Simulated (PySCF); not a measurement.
## Electric field gradients and quadrupole coupling constants

Compound: C6H12Cl2Si.
Z-matrix (Å and degrees, GFN2-xTB geometry), rows numbered from 1:
```
C 
C   1  1.5259
C   2  1.5087  1  110.65
C   3  1.4936  2  120.75  1   -87.06
C   3  1.5068  2  121.83  1  -159.10
Si  5  1.8982  3  120.56  4  -109.52
C   5  1.4973  3  118.39  4   107.61
Cl  7  1.7872  5  108.93  3    89.22
Cl  7  1.7826  5  114.94  3   -32.49
H   1  1.0875  2  110.29  3    58.62
H   1  1.0876  2  110.48  3   -61.02
H   1  1.0871  2  110.72  3   178.85
H   2  1.0929  1  109.49  3   120.78
H   2  1.0916  1  109.46  3  -121.11
H   3  1.0848  2  112.64  1    56.41
H   4  1.0801  3  118.14  5   106.99
H   4  1.0798  3  118.86  5  -108.18
H   6  1.4590  5  109.86  3   -54.67
H   6  1.4640  5  108.04  3    66.36
H   6  1.4625  5  107.94  3  -175.78
H   7  1.0925  5  112.11  3  -153.54
```

Field gradients from the PBE0/pcSseg-1 density (PySCF, non-relativistic), principal values in atomic units, ordered |Vxx| ≤ |Vyy| ≤ |Vzz|:

```
atom      Vxx      Vyy     Vzz
 Cl8  -1.8382  -2.1067  3.9448
 Cl9  -1.9347  -2.0521  3.9868
```

Task: Find the asymmetry η = (Vxx − Vyy)/Vzz and the couplings χ = eQV/h (234.96 MHz × Q in barn × V in au), with Q(35Cl) = −0.0817 b.

Result: 
```
atom     environment  nucleus     η  χzz (MHz)  χxx (MHz)  χyy (MHz)
 Cl8  alkyl chlorine     35Cl  0.07     -75.73      35.29      40.44
 Cl9  alkyl chlorine     35Cl  0.03     -76.53      37.14      39.39
```

The gradient is axial or nearly so (η below 0.05) at Cl9. The tensor is traceless: Vxx + Vyy + Vzz = 0.

Task: What is Vzz at Cl8 in SI units (1 au = 9.71736 × 10²¹ V/m²)?

Result: 3.9448 au = 38.333 × 10²¹ V/m².

Task: What couplings would deuterons (Q(2H) = 0.00286 b) have in place of the hydrogens, at this geometry?

Result: 
| atom | bonded to | bond length (Å) | Vzz (au) | η | χzz (kHz) |
| --- | --- | --- | --- | --- | --- |
| H10 | C1 | 1.087 | 0.3149 | 0.02 | 212 |
| H11 | C1 | 1.088 | 0.3145 | 0.02 | 211 |
| H12 | C1 | 1.087 | 0.3168 | 0.02 | 213 |
| H13 | C2 | 1.093 | 0.3013 | 0.01 | 202 |
| H14 | C2 | 1.092 | 0.3025 | 0.04 | 203 |
| H15 | C3 | 1.085 | 0.3125 | 0.09 | 210 |
| H16 | C4 | 1.080 | 0.3292 | 0.06 | 221 |
| H17 | C4 | 1.080 | 0.3269 | 0.07 | 220 |
| H18 | Si6 | 1.459 | 0.1669 | 0.01 | 112 |
| H19 | Si6 | 1.464 | 0.1625 | 0.02 | 109 |
| H20 | Si6 | 1.462 | 0.1634 | 0.04 | 110 |
| H21 | C7 | 1.092 | 0.2871 | 0.03 | 193 |

Isolated species at its GFN2-xTB geometry (one conformer only). GFN2-xTB bond lengths can be off by several hundredths of an ångström, more for odd bonds, and the gradients follow them. The basis is small and wasn't made for field gradients, so the couplings can be 20 % off.
